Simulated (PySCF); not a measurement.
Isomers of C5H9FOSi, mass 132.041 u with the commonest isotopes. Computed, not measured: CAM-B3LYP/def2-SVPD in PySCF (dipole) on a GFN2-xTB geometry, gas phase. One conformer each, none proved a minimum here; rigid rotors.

Task: Order these by rotational constant C, largest first.
A. `[F:1][C:2]([CH2:3][SiH3:4])=[C:5]1[CH2:6][O:7][CH2:8]1` with F1–C2–C3–Si4 -71°
B. `[CH3:1][SiH2:2][C:3]([F:4])=[C:5]1[CH2:6][O:7][CH2:8]1` with C1–Si2–C3–F4 96°
C. `[F:1][CH2:2][SiH2:3][O:4][C@:5]12[CH2:6][C@H:7]1[CH2:8]2` with F1–C2–Si3–O4 -69°, C2–Si3–O4–C5 56°, Si3–O4–C5–C6 34°
D. `[CH2:1]=[C:2]1[CH2:3][O:4][C@@H:5]([F:6])[CH2:7][SiH2:8]1` with C1–C2–C3–O4 -130°, C2–C3–O4–C5 -65°, C3–O4–C5–F6 -54°, O4–C5–C7–Si8 -56°
E. `[O:1]=[C:2](/[CH:3]=[CH:4]/[F:5])[CH2:6][CH2:7][SiH3:8]` with O1–C2–C3–C4 2°, O1–C2–C6–C7 -2°, C2–C6–C7–Si8 -68°
F. `[CH3:1][CH2:2][O:3][C:4]1=[CH:5][C@H:6]([F:7])[SiH2:8]1` with C1–C2–O3–C4 -179°, C2–O3–C4–C5 2°

Result: D (1160 MHz), C (1016 MHz), B (829.1 MHz), A (786.6 MHz), F (721.4 MHz), E (610.5 MHz).

Task: Order these by out-of-plane moment Σ m c² = (Ia + Ib − Ic)/2, largest first.
A. `[CH2:1]=[C:2]1[CH2:3][O:4][C@@H:5]([F:6])[CH2:7][SiH2:8]1` with C1–C2–C3–O4 -130°, C2–C3–O4–C5 -65°, C3–O4–C5–F6 -54°, O4–C5–C7–Si8 -56°
B. `[CH3:1][CH2:2][O:3][C:4]1=[CH:5][C@H:6]([F:7])[SiH2:8]1` with C1–C2–O3–C4 -179°, C2–O3–C4–C5 2°
C. `[CH3:1][SiH2:2][C:3]([F:4])=[C:5]1[CH2:6][O:7][CH2:8]1` with C1–Si2–C3–F4 96°
D. `[O:1]=[C:2](/[CH:3]=[CH:4]/[F:5])[CH2:6][CH2:7][SiH3:8]` with O1–C2–C3–C4 2°, O1–C2–C6–C7 -2°, C2–C6–C7–Si8 -68°
E. `[F:1][CH2:2][SiH2:3][O:4][C@:5]12[CH2:6][C@H:7]1[CH2:8]2` with F1–C2–Si3–O4 -69°, C2–Si3–O4–C5 56°, Si3–O4–C5–C6 34°

Result: E (46.62 u·Å²), A (42.16 u·Å²), C (36.78 u·Å²), D (34.66 u·Å²), B (17.66 u·Å²).

Task: Order these by rotational constant B, smallest first.
A. `[CH3:1][CH2:2][O:3][C:4]1=[CH:5][C@H:6]([F:7])[SiH2:8]1` with C1–C2–O3–C4 -179°, C2–O3–C4–C5 2°
B. `[CH3:1][SiH2:2][C:3]([F:4])=[C:5]1[CH2:6][O:7][CH2:8]1` with C1–Si2–C3–F4 96°
C. `[O:1]=[C:2](/[CH:3]=[CH:4]/[F:5])[CH2:6][CH2:7][SiH3:8]` with O1–C2–C3–C4 2°, O1–C2–C6–C7 -2°, C2–C6–C7–Si8 -68°
D. `[CH2:1]=[C:2]1[CH2:3][O:4][C@@H:5]([F:6])[CH2:7][SiH2:8]1` with C1–C2–C3–O4 -130°, C2–C3–O4–C5 -65°, C3–O4–C5–F6 -54°, O4–C5–C7–Si8 -56°
E. `[F:1][C:2]([CH2:3][SiH3:4])=[C:5]1[CH2:6][O:7][CH2:8]1` with F1–C2–C3–Si4 -71°
F. `[F:1][CH2:2][SiH2:3][O:4][C@:5]12[CH2:6][C@H:7]1[CH2:8]2` with F1–C2–Si3–O4 -69°, C2–Si3–O4–C5 56°, Si3–O4–C5–C6 34°

Result: C (639.6 MHz), A (833.6 MHz), E (908.7 MHz), B (1004 MHz), F (1251 MHz), D (1557 MHz).

| SMILES | point group | Ia (u·Å²) | Ib (u·Å²) | Ic (u·Å²) | κ | μa (D) | μb (D) | μc (D) |
| --- | --- | --- | --- | --- | --- | --- | --- | --- |
| CCOC1=C[C@H](F)[SiH2]1 | C1 | 129.66 | 606.23 | 700.58 | -0.93 | 2.32 | 0.23 | 1.16 |
| FC[SiH2]O[C@]12C[C@H]1C2 | C1 | 186.71 | 403.91 | 497.38 | -0.72 | 1.13 | 0.49 | 0.64 |
| C=C1CO[C@@H](F)C[SiH2]1 | C1 | 195.55 | 324.50 | 435.73 | -0.44 | 1.13 | 0.77 | 0.76 |
| O=C(/C=C/F)CC[SiH3] | C1 | 106.97 | 790.15 | 827.80 | -0.99 | 0.19 | 2.10 | 0.58 |
| FC(C[SiH3])=C1COC1 | C1 | 155.57 | 556.17 | 642.50 | -0.90 | 1.70 | 0.85 | 0.93 |
| C[SiH2]C(F)=C1COC1 | C1 | 179.75 | 503.37 | 609.56 | -0.82 | 1.67 | 1.06 | 0.07 |
